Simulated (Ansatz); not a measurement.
C₃H₆Se (`C=C(C)[SeH]`). Charge 0, multiplicity 1. Geometry: relaxed with PBE0-D4/def2-TZVP. It is one conformer, not always the lowest.

```xyz
10

C    -0.424    1.309   -0.727
C    -0.283    0.229    0.032
C     0.940   -0.622    0.064
Se   -1.687   -0.236    1.245
H    -1.335    1.895   -0.742
H     0.393    1.640   -1.359
H     1.684   -0.248   -0.642
H     0.703   -1.656   -0.204
H     1.379   -0.640    1.065
H    -1.371   -1.670    1.269
```

Q: What is the dipole moment at PBE/def2-TZVPP? (Estimate.)

A: The calculation gave: 1.29 D, with components (1.07, -0.57, -0.43) D in this frame, pointing from negative to positive charge.

Q: And with r2SCAN, B3LYP, ωB97M-V? (An estimate is asked.)

A: Ansatz gave: r2SCAN 1.39 D, B3LYP 1.29 D, ωB97M-V 1.31 D.

Q: Give the Mulliken charges with PBE, ωB97M-V, B3LYP in def2-TZVPP. (Estimate.)

A: Ansatz gave: 
| atom | PBE | ωB97M-V | B3LYP |
| --- | --- | --- | --- |
| C1 | -0.23 | -0.23 | -0.24 |
| C2 | 0.01 | -0.03 | -0.01 |
| C3 | -0.23 | -0.30 | -0.23 |
| Se4 | -0.04 | -0.03 | -0.02 |
| H5 | 0.09 | 0.10 | 0.10 |
| H6 | 0.08 | 0.09 | 0.09 |
| H7 | 0.08 | 0.09 | 0.08 |
| H8 | 0.09 | 0.11 | 0.09 |
| H9 | 0.11 | 0.13 | 0.11 |
| H10 | 0.04 | 0.05 | 0.03 |

B3LYP here is the variant with VWN-RPA as its local correlation; programs differ in this.
